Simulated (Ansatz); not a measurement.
Coupled-cluster diagnostics for ZrS3⁻, Ansatz.

Geometry of the doublet (PBE0-D4/def2-SVPD):

```xyz
4

Zr    0.034    0.029    0.295
S    -2.232    0.524    0.112
S     1.538    1.644   -0.445
S     0.660   -2.198    0.038
```

In the def2 sets Zr takes a core potential; there is no spin–orbit coupling. Correlated methods freeze 15 core orbitals; core or outer-core shells of Zr are correlated, in sets that lack core-valence functions. The structure comes from a short search, and lower isomers may exist.

Geometry of the charge -1 quartet (PBE0-D4/def2-SVPD):

| atom | x (Å) | y (Å) | z (Å) |
| --- | --- | --- | --- |
| Zr1 | 0.088 | -0.051 | -0.055 |
| S2 | 1.992 | -1.181 | -1.315 |
| S3 | -2.009 | 0.638 | -0.817 |
| S4 | -0.071 | 0.594 | 2.187 |

(1) Estimate the CCSD(T) correlation energy, the shares of MP2 and (T), T1 and the reference's ⟨S²⟩ for: charge -1, doublet, own geometry in def2-SVPD; charge -1, quartet, own geometry in def2-SVPD; and the rough time on 4 threads of Arm Neoverse V1 on a shared host.

Results:

(1) 
| state | basis | correlation (eV) | MP2 share (%) | (T) share (%) | T1 | ⟨S²⟩ (pure) | wall time | remarks |
| --- | --- | --- | --- | --- | --- | --- | --- | --- |
| charge -1, doublet, own geometry | def2-SVPD | -19.627 | 90.8 | 6.0 | 0.061 | 0.79 (0.75) | 33 s | large T1 |
| charge -1, quartet, own geometry | def2-SVPD | -18.522 | 88.7 | 5.2 | 0.052 | 3.79 (3.75) | 41 s | large T1 |
Customary marks for T1 are 0.02 (closed shells), 0.045 (open shells) and about 0.05 (3d metals). T1 exceeds 0.02 in 2 of 2 rows and 0.045 in 2; the higher it lies, the less the single-reference result can be trusted.
